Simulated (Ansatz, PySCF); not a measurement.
Process, species as SMILES: C[Si-](C)[SiH2]Cl -> C[SiH](C)[SiH-]Cl
Structures are relaxed separately at B3LYP-D3(BJ)/def2-TZVP in Ansatz (a quantum-chemistry and plane-wave program), one conformer each, not searched for the lowest.

Wanted: isomerisation energy (enthalpy at 298 K, with B3LYP-D3(BJ) rigid-rotor harmonic-oscillator terms from PySCF), in kcal/mol. Valence correlation only, unless marked. Spin-orbit coupling is left out. Non-relativistic. Anions need diffuse functions: aug- sets have them; def2-D sets add few; the other sets have none. CBS marks a two-point X^-3 extrapolation of the correlation energy; Hartree-Fock from the larger set. [CCSD(T)-MP2]/basis is that difference in the basis named.

```json
[
 {"level": "HF/aug-cc-pV(D+d)Z", "program": "Ansatz", "isomerisation energy (kcal/mol)": "-12.2", "minus last row": "-2.2"},
 {"level": "HF/cc-pV(D+d)Z", "program": "Ansatz", "isomerisation energy (kcal/mol)": "-12.8", "minus last row": "-2.8"},
 {"level": "revPBE-D4/def2-TZVPD", "program": "Ansatz + dftd4", "isomerisation energy (kcal/mol)": "-8.9", "minus last row": "1.1"},
 {"level": "revPBE/def2-TZVPD", "program": "Ansatz", "isomerisation energy (kcal/mol)": "-9.0", "minus last row": "1.0"},
 {"level": "PBE0/def2-TZVPD", "program": "Ansatz", "isomerisation energy (kcal/mol)": "-10.0", "minus last row": "0.0"},
 {"level": "PBE0/def2-QZVPP", "program": "Ansatz", "isomerisation energy (kcal/mol)": "-10.1", "minus last row": "-0.1"},
 {"level": "HSE06-D4/def2-TZVPD", "program": "Ansatz + dftd4", "isomerisation energy (kcal/mol)": "-10.1", "minus last row": "-0.1"},
 {"level": "wB97X-V/def2-TZVPD", "program": "Ansatz", "isomerisation energy (kcal/mol)": "-10.7", "minus last row": "-0.7"},
 {"level": "B2PLYP/def2-TZVPD", "program": "Ansatz", "isomerisation energy (kcal/mol)": "-9.9", "minus last row": "0.1"},
 {"level": "MP2/STO-3G", "program": "Ansatz", "isomerisation energy (kcal/mol)": "-13.6", "minus last row": "-3.6"},
 {"level": "MP2/cc-pV(Q+d)Z", "program": "Ansatz", "isomerisation energy (kcal/mol)": "-9.3", "minus last row": "0.7"},
 {"level": "RI-MP2/aug-cc-pV(Q+d)Z", "program": "Ansatz", "isomerisation energy (kcal/mol)": "-9.3", "minus last row": "0.7"},
 {"level": "RI-MP2/CBS(aug-cc-pV(T+d)Z,aug-cc-pV(Q+d)Z)", "program": "Ansatz", "isomerisation energy (kcal/mol)": "-9.4", "minus last row": "0.6"},
 {"level": "CCSD(T)/cc-pV(Q+d)Z", "program": "Ansatz", "isomerisation energy (kcal/mol)": "-9.8", "minus last row": "0.2"},
 {"level": "RI-MP2/CBS(aug-cc-pV(T+d)Z,aug-cc-pV(Q+d)Z)+[CCSD(T)-MP2]/aug-cc-pV(T+d)Z", "program": "Ansatz", "isomerisation energy (kcal/mol)": "-10.0", "minus last row": "0.0"}
]
```
